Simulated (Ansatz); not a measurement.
`CC[SiH2]P` + `[OH][Sn][SH]` → `C[S][Sn][OH]` + `C[SiH2]P`  (substitution at a C–C bond)

Gas-phase electronic energies from Ansatz, PBE0-D4/def2-TZVP geometries. CCSD(T)/CBS is the MP2 limit (def2-TZVPP, def2-QZVPP) plus CCSD(T) − MP2 in def2-TZVPP, frozen cores. Functionals use def2-TZVPP. Elements past krypton have def2 core potentials. For Sn outer-core shells are correlated without core-valence functions, which leaves a few kJ/mol of doubt a bond. Each species was taken in one conformer, which may not be the lowest.

```tsv
species	ωB97M-V energy (Eh)
`CC[SiH2]P`	-712.42181
`[OH][Sn][SH]`	-688.94160
`C[S][Sn][OH]`	-728.24021
`C[SiH2]P`	-673.12068
```

Problem. Work out ΔE.

Solution. ΔE = (-728.24021) + (-673.12068) − (-712.42181) − (-688.94160) = 0.00252 Eh = +6.6 kJ/mol. CCSD(T)/CBS gives +5.5 kJ/mol.

Largest T1 diagnostic among the species: 0.017.

Leaving LDA and LC-ωPBE aside and taking each functional with its dispersion term where it has one, the values, not all of them listed here, spread over 5.5 kJ/mol, from BLYP-D4 to CAM-B3LYP-D4. From BLYP to BHLYP (50 % exact exchange), in def2-TZVPP and without D4, ΔE moves by +5.5 kJ/mol. In def2-TZVPP, CCSD(T) changes the Hartree–Fock value by −3.1 kJ/mol (the triples alone add −2.0 kJ/mol) and MP2 by −4.9 kJ/mol.
